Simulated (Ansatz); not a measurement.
Geometry optimisation, Ansatz 0.2.0, RKS B3LYP/def2-SVP.

The input (input.yaml):

```yaml
crystal:
  periodic: [false, false, false]
  atoms:
    - { symbol: Al, position_ang: [-0.2304, -2.1588, -0.093] }
    - { symbol: Si, position_ang: [0.1203, -0.031, 0.9211] }
    - { symbol: S, position_ang: [1.8647, 0.8906, 0.0732] }
    - { symbol: Si, position_ang: [0.0422, 1.7124, -0.4301] }
    - { symbol: Cl, position_ang: [-0.5879, 1.3278, -2.4287] }
    - { symbol: Cl, position_ang: [-0.4088, 3.5852, 0.4398] }
    - { symbol: H, position_ang: [-0.3417, -3.4364, 0.7862] }
    - { symbol: H, position_ang: [-0.4186, -2.1765, -1.6964] }
    - { symbol: H, position_ang: [0.0487, 0.2404, 2.4106] }
basis:
  gaussian: { orbitals: def2-SVP }
hamiltonian:
  xc: b3lyp
relax:
  f_tol: 0.02
  max_steps: 50
```

Launched with:

```bash
$ ansatz run input.yaml --threads 2 --pin off --max-ram 3072MiB --backend cpu --events-out ev --progress --plain --runs-dir out
```

**Question.** Where does it end, and by what steps?

**Answer.** The run converged. The force dipped under the threshold on the way, but the program's further checks kept it going. After 17 steps the energy has fallen by 0.396 eV; H8 moved furthest, 0.86 Å.

```json
{"step": "0", "energy less start (eV)": "0.0000", "largest force component (eV/Å)": "2.343", "accepted": "yes"}
{"step": "1", "energy less start (eV)": "-0.3424", "largest force component (eV/Å)": "0.467", "accepted": "yes"}
{"step": "2", "energy less start (eV)": "-0.3770", "largest force component (eV/Å)": "0.090", "accepted": "yes"}
{"step": "3", "energy less start (eV)": "-0.3800", "largest force component (eV/Å)": "0.044", "accepted": "yes"}
{"step": "4", "energy less start (eV)": "-0.3837", "largest force component (eV/Å)": "0.035", "accepted": "yes"}
{"step": "5", "energy less start (eV)": "-0.3868", "largest force component (eV/Å)": "0.075", "accepted": "yes"}
{"step": "6", "energy less start (eV)": "-0.3874", "largest force component (eV/Å)": "0.064", "accepted": "yes"}
{"step": "7", "energy less start (eV)": "-0.3885", "largest force component (eV/Å)": "0.032", "accepted": "yes"}
{"step": "8", "energy less start (eV)": "-0.3890", "largest force component (eV/Å)": "0.020", "accepted": "yes"}
{"step": "9", "energy less start (eV)": "-0.3902", "largest force component (eV/Å)": "0.050", "accepted": "yes"}
{"step": "10", "energy less start (eV)": "-0.3908", "largest force component (eV/Å)": "0.124", "accepted": "yes"}
{"step": "11", "energy less start (eV)": "-0.3919", "largest force component (eV/Å)": "0.087", "accepted": "yes"}
{"step": "12", "energy less start (eV)": "-0.3935", "largest force component (eV/Å)": "0.044", "accepted": "yes"}
{"step": "13", "energy less start (eV)": "-0.3947", "largest force component (eV/Å)": "0.100", "accepted": "yes"}
{"step": "14", "energy less start (eV)": "-0.3953", "largest force component (eV/Å)": "0.076", "accepted": "yes"}
{"step": "15", "energy less start (eV)": "-0.3959", "largest force component (eV/Å)": "0.043", "accepted": "yes"}
{"step": "16", "energy less start (eV)": "-0.3964", "largest force component (eV/Å)": "0.017", "accepted": "yes"}
{"step": "17", "energy less start (eV)": "-0.3965", "largest force component (eV/Å)": "0.010", "accepted": "yes"}
```

```xyz
9
Properties=species:S:1:pos:R:3
Al -0.215 -2.296 -0.070
Si 0.248 -0.091 0.885
S 1.919 1.036 -0.152
Si -0.058 1.772 -0.377
Cl -0.870 1.688 -2.285
Cl -0.458 3.649 0.393
H -1.074 -3.343 0.755
H 0.313 -2.600 -1.529
H 0.282 0.136 2.362
```

Run time: 94 s on 2 threads of Intel(R) Xeon(R) Platinum 8175M CPU @ 2.50GHz (Skylake/Cascade Lake), with other jobs on the host, peak memory 0.37 GiB.
